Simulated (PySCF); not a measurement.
FGa, charge -1, doublet, geometry from GFN2-xTB (such geometries of metal compounds can be far from the true shape) (a state made from the parent by changing its charge; the spin is typed, not shown lowest) (in this run its highest filled SCF level lies above zero, so its values depend strongly on the basis, on diffuse functions most of all). Base run: PySCF with PBE0/cc-pVDZ.

Geometry (Å):
```xyz
2

Ga     0.0000     0.0000    -0.4521
F      0.0000     0.0000     1.5571
```
Charge -1, spin multiplicity 2.
Orbitals are unrestricted.
All else is at PySCF's defaults.
Base energy -2024.34489 Eh.

The base run was repeated with changes; each row names its change, and settings that it needs were set with it.

```json
[
 {"change": "base", "ΔE vs base (mEh)": "0.000", "SCF cycles": "10", "<S^2>": "0.753", "outcome": "converged"},
 {"change": "conv_tol = 1e-11", "ΔE vs base (mEh)": "0.000", "SCF cycles": "12", "<S^2>": "0.753", "outcome": "converged"},
 {"change": "init_guess = 1e", "ΔE vs base (mEh)": "0.000", "SCF cycles": "12", "<S^2>": "0.753", "outcome": "converged"},
 {"change": "diis_space = 20", "ΔE vs base (mEh)": "0.000", "SCF cycles": "10", "<S^2>": "0.753", "outcome": "converged"},
 {"change": "init_guess = atom", "ΔE vs base (mEh)": "0.000", "SCF cycles": "10", "<S^2>": "0.753", "outcome": "converged"},
 {"change": "conv_tol_grad = 1e-3", "ΔE vs base (mEh)": "0.000", "SCF cycles": "10", "<S^2>": "0.753", "outcome": "converged"},
 {"change": "init_guess = sap", "ΔE vs base (mEh)": "0.000", "SCF cycles": "11", "<S^2>": "0.753", "outcome": "converged"},
 {"change": "level_shift = 1.0 (with mf.max_cycle = 100)", "ΔE vs base (mEh)": "0.000", "SCF cycles": "35", "<S^2>": "0.753", "outcome": "converged"},
 {"change": "diis_space = 12", "ΔE vs base (mEh)": "0.000", "SCF cycles": "10", "<S^2>": "0.753", "outcome": "converged"},
 {"change": "conv_tol_grad = 1e-7", "ΔE vs base (mEh)": "-", "SCF cycles": "50", "<S^2>": "-", "outcome": "not converged"},
 {"change": "diis = off; damp = 0.3 (with mf.diis_start_cycle = 200; with mf.max_cycle = 150)", "ΔE vs base (mEh)": "-", "SCF cycles": "150", "<S^2>": "-", "outcome": "not converged"},
 {"change": "conv_tol = 1e-7", "ΔE vs base (mEh)": "0.000", "SCF cycles": "8", "<S^2>": "0.753", "outcome": "converged"},
 {"change": "conv_tol = 1e-4", "ΔE vs base (mEh)": "0.000", "SCF cycles": "6", "<S^2>": "0.753", "outcome": "converged"}
]
```

Open shells are given as the SCF converged; they aren't shown to be the lowest states, and a large step between rows can be another state.
